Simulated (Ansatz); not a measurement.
Basis-set series for `CO[SiH2]S[SiH2]OC`. Charge 0, multiplicity 1. The structure was optimised at the PBE0-D4/def2-TZVP level. It is one conformer, not always the lowest.

```json
{"functional": "PBE0-D4", "basis": "def2-TZVPP", "functions": "390", "energy (Eh)": "-1209.47108", "HOMO (eV)": "-7.47", "LUMO (eV)": "-0.13"}
{"functional": "PBE0-D4", "basis": "def2-QZVPP", "functions": "738", "energy (Eh)": "-1209.51664", "HOMO (eV)": "-7.49", "LUMO (eV)": "-0.25"}
{"functional": "ωB97M-V", "basis": "def2-TZVPP", "functions": "390", "energy (Eh)": "-1209.94443", "HOMO (eV)": "-9.64", "LUMO (eV)": "1.62"}
{"functional": "ωB97M-V", "basis": "def2-QZVPP", "functions": "738", "energy (Eh)": "-1209.98737", "HOMO (eV)": "-9.67", "LUMO (eV)": "1.30"}
```

**Question.** Give the rows for def2-SVP. (Estimate.)

**Answer.** Ansatz gave: 
```json
{"functional": "PBE0-D4", "basis": "def2-SVP", "functions": "160", "energy (Eh)": "-1208.84594", "HOMO (eV)": "-7.37", "LUMO (eV)": "0.22"}
{"functional": "ωB97M-V", "basis": "def2-SVP", "functions": "160", "energy (Eh)": "-1209.30965", "HOMO (eV)": "-9.50", "LUMO (eV)": "2.09"}
```

Positive LUMOs are unbound and depend on the basis.
